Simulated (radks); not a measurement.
Task: Spherical quantum dot in the effective-mass picture: electrons in a hard-walled sphere of radius 4.72, all in effective atomic units (hartree* = m*/eps^2 hartree, bohr* = eps/m* bohr), one dielectric constant everywhere. Calculated with a radial shooting solver with Libxc functionals: non-relativistic Kohn-Sham, LDA (Slater exchange, Perdew-Wang correlation), spin-polarised, spherical densities. Levels are named by radial order and angular momentum (1s, 1p, 1d, 2s, ...), and open shells are averaged over m. At N = 17 the configuration is 1s2 1p6 1d(up 5, down 4). Does electron 18 go into 1f up or 1d down or 1f down?

Result: Into 1d down. The total energies of the other choices lie higher by 0.265 hartree* (1f up), 0.275 hartree* (1f down).
